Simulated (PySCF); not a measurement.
Species: C5H10N2.
Geometry (PBE0-D3(BJ)/def2-SVP, Å), atoms numbered from 1 in this order:
```xyz
17
C5H10N2 angstrom
C      2.131   -0.339    0.140
C      0.692   -0.636   -0.079
N      0.223   -1.829   -0.089
N     -1.108   -1.790   -0.429
C     -1.617   -0.445   -0.198
C     -0.362    0.401   -0.424
C     -0.306    1.703    0.355
H      2.571    0.159   -0.741
H      2.279    0.338    0.997
H      2.680   -1.271    0.326
H     -1.617   -2.551    0.008
H     -1.970   -0.307    0.847
H     -2.446   -0.200   -0.879
H     -0.259    0.623   -1.506
H     -0.365    1.518    1.439
H     -1.140    2.367    0.080
H      0.628    2.250    0.155
```

All values: PBE0/pcSseg-1 (PySCF, non-relativistic), on one gas-phase PBE0-D3(BJ)/def2-SVP geometry that isn't relaxed in the solvent. The solvent is an IEF-PCM continuum (cavity from Bondi-type radii × 1.2). Only the electrostatic response of the medium enters.

```
run  E − E(gas) (kcal/mol)  HOMO (eV)  HOMO–LUMO gap (eV)  dipole (D)
gas                   0.00      -5.92                6.44        2.30
  P                  -4.37      -5.98                6.44        2.90
  Q                  -5.27      -6.00                6.44        3.04
```

**Question.** The runs were made in chloroform and dichloromethane. Which run belongs to which solvent?

**Answer.** P = chloroform, Q = dichloromethane. The dielectric constants are 4.711 (chloroform), 8.93 (dichloromethane), and the energy falls further as ε rises. In this model the ground state sees the solvent through ε alone.

**Question.** How constant is the ratio of the lowering to (ε − 1)/(2ε + 1)?

**Answer.** 
```tsv
solvent	(ε − 1)/(2ε + 1)	E − E(gas) (kcal/mol)	ratio (kcal/mol)	polarisation term (kcal/mol)
chloroform	0.356	-4.37	-12.3	-4.92
dichloromethane	0.420	-5.27	-12.5	-6.08
```

The ratio changes by +2.1 % in size from chloroform to dichloromethane. The polarisation term is half the interaction of the solute with the induced surface charges.
